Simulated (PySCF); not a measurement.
Si(OSiH3)(H)2(Me) (CH8OSi2), SMILES C[SiH2]O[SiH3]. Atoms are numbered in the order given.

```xyz
12

Si     0.9968     0.2599    -0.5899
C      2.4280     0.3596     0.5992
O     -0.3834    -0.1040     0.2635
Si    -2.0107    -0.3884     0.1760
H      1.2350    -0.8025    -1.6169
H      0.8069     1.5637    -1.2999
H      2.2536     1.1409     1.3545
H      2.5682    -0.5990     1.1214
H      3.3595     0.5999     0.0629
H     -2.5178    -0.6556     1.5516
H     -2.2906    -1.5731    -0.6919
H     -2.7215     0.7987    -0.3904
```

The structure is a stationary point at PBE0-D3(BJ)/def2-SVP. One conformer was computed; it need not be the lowest.

All values below come from PySCF with PBE/def2-TZVP.

Gas-phase values at a fixed geometry.

```json
{
 "total_energy": "-696.82603 hartree",
 "highest_occupied_level": "-7.08 eV",
 "lowest_empty_level": "-0.82 eV",
 "orbital_gap": "6.26 eV",
 "dipole_moment": "0.73 D",
 "quadrupole, principal values (traceless, Buckingham form, about the centre of nuclear charge)": "-1.98, -1.45, 3.42 D·Å",
 "mean_static_polarisability": "69.5 bohr³ (10.29 Å³)",
 "polarisability_principal_values": "63.3, 66.0, 79.2 bohr³"
}
```
